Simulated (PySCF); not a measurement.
Correlation energy of Se (selenium, neutral)

[Ar] 3d10 4s1 4p5, high-spin 3P determinant (an excited configuration). All numbers are calculated (PySCF 2.14, the non-relativistic Hamiltonian (point nucleus), in def2-TZVPPD (7s6p5d1f, 57 functions)). Frozen: [Ne]; 24 electrons correlated.

```csv
level,correlation energy (mhartree)
CCSD,-347.26
(T),-31.17
CCSD(T),-378.43
```

Diagnostics: T1 = 0.016, D1 = 0.0661, largest double amplitude 0.209.

A double-excitation amplitude exceeds 0.15, a sign of near-degeneracy.

Cost of the coupled-cluster step: roughly 24 core-seconds, for 24 correlated electrons.

This basis was not built for core-valence correlation, so the inner-shell part is incomplete.
